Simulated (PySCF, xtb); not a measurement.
C₄H₁₀Si₂, SMILES C=C[Si@H]1CC[SiH2]1. The values are those of a single conformer.

Harmonic wavenumbers (cm⁻¹) from GFN2-xTB (xtb) at its own minimum, in rising order: 52, 61, 112, 146, 287, 341, 415, 423, 474, 481, 526, 605, 645, 674, 685, 725, 743, 773, 810, 911, 1005, 1016, 1025, 1033, 1166, 1229, 1246, 1271, 1421, 1484, 1501, 1660, 2137, 2187, 2201, 2966, 2983, 2993, 3003, 3024, 3070, 3097.

What does PBE0-D3(BJ)/def2-SVP run with PySCF 2.14.0 give at its own minimum? (The exact figures need the calculation; the answer reports its results.)

72, 90, 154, 191, 291, 330, 415, 446, 511, 559, 628, 647, 671, 724, 729, 752, 789, 861, 931, 957, 990, 1006, 1017, 1041, 1093, 1193, 1233, 1272, 1416, 1417, 1429, 1680, 2201, 2204, 2220, 3061, 3067, 3125, 3135, 3137, 3158, 3235. Paired by order, the mean absolute difference is 50 cm⁻¹ and the zero-point energies are 75.2 and 77.3 kcal/mol.
